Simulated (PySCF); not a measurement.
A calculated (r2SCAN, PySCF 2.14, aug-cc-pVDZ-DK, the spin-free X2C one-electron Hamiltonian (Gaussian nucleus)) atom or ion has these occupied shells.

```tsv
shell	electrons	orbital energy (eV)	rms radius, mean of both spins (bohr)
1s α	1	-5904.1	0.0734
1s β	1	-5904.1	0.0734
2s α	1	-681.13	0.317
2s β	1	-679.07	0.317
2p α	3	-571.89	0.288
2p β	3	-570.30	0.288
3s α	1	-84.815	0.973
3s β	1	-79.040	0.973
3p α	3	-55.169	1.05
3p β	3	-49.352	1.05
3d α	5	-10.865	1.58
```

(1) Name the element and its charge.

Answers

(1) Cr⁺ (chromium, charge +1), in [Ar] 3d5, high-spin 6S determinant.
